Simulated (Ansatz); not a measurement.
Several settings on one geometry of the cluster Ga₂H₃ (that of the charge 0 doublet, r2SCAN-D4/def2-TZVP). Ansatz on 4 threads of Arm Neoverse V2 on a shared host; times are rough.

Cartesian coordinates in Å:
```
Ga 0.7881 0.8989 -0.7534
Ga -0.5098 -0.5711 0.5652
H 1.4079 1.5445 -2.0419
H 0.2127 -1.8121 1.1732
H -1.8989 -0.0603 1.0569
```

Totals from different functionals, basis sets or treatments of relativity can't be compared as stabilities.

DK, ANO-RCC and x2c sets are all-electron and run with scalar relativity unless a key says otherwise. The 6-31G sets use Cartesian d functions. Correlated methods freeze 18 core orbitals; core or outer-core shells of Ga are correlated, in sets that lack core-valence functions.

The spins typed aren't always the lowest for that charge.

Give the basis size and estimate the energy, ⟨S²⟩, dipole and time of these runs.

```csv
run,method,charge,state,further keys
1,UKS BHLYP/6-31G,0,doublet,"point_charges: [{charge: -1.00, position_ang: [5.520, -0.706, -0.856]}]; scf: {omitted_lower_state_checks: [starts]}; forces asked"
2,UKS B2GP-PLYP/def2-mTZVPP,0,quartet,nuclear_model: gaussian; forces asked
3,UKS PBE0/cc-pVTZ-DK,0,doublet,scf: {omitted_lower_state_checks: [starts]}; forces asked
4,UKS BHLYP/cc-pVTZ-DK,0,doublet,"point_charges: [{charge: 1.00, position_ang: [3.930, -0.821, -0.056]}]; scf: {lower_state_search: off}; forces asked"
```


```
run  functions  energy (Eh)  ⟨S²⟩  dipole (D)  wall time
  1         64   -3850.7231  0.75        2.46      1.1 s
  2         87   -3850.2629  3.76        0.66      3.4 s
  3        128   -3888.9975  0.75        1.13        2 s
  4        128   -3889.4282  0.76        3.61      1.9 s
```
